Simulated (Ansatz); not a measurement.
Isolated molecules relaxed with PBE0-D4/def2-TZVP in Ansatz; ΔE leaves out vibrations. CCSD(T)/CBS is the MP2 limit (def2-TZVPP, def2-QZVPP) plus CCSD(T) − MP2 in def2-TZVPP, frozen cores. This one scheme is used for every species. DFT in def2-TZVPP. HSE06 is defined as in plane-wave codes. Elements past krypton have def2 core potentials. For Y outer-core shells are correlated without core-valence functions, which leaves a few kJ/mol of doubt a bond. One conformer a species, not always the lowest.

`C[N](C)[Y]([OH])[OH]` + HCl → `[OH][Y]([OH])[Cl]` + `CNC`  (ligand exchange at a Y–N bond)

CCSD(T)/CBS gives -144.9 kJ/mol.

Q: Another level gave -136.5 kJ/mol. Which?
A. HF/def2-TZVPP
B. HSE06/def2-TZVPP
C. PBE-D4/def2-TZVPP
D. SCS-MP2/def2-TZVPP

A: C. PBE-D4 -136.5, SCS-MP2/def2-TZVPP -141.1, HSE06 -151.4, HF/def2-TZVPP -184.2 kJ/mol.

Largest T1 diagnostic among the species: 0.014.

From BLYP to BHLYP (50 % exact exchange), in def2-TZVPP and without D4, ΔE moves by −19.8 kJ/mol. The D4 term adds +6.2 kJ/mol with B3LYP and +3.7 kJ/mol with PBE0; it sums over pairs of atoms, weighted by their polarisabilities, and B3LYP, whose exchange is more repulsive, gets the larger term.

B3LYP here is the variant with VWN-RPA as its local correlation; programs differ in this.
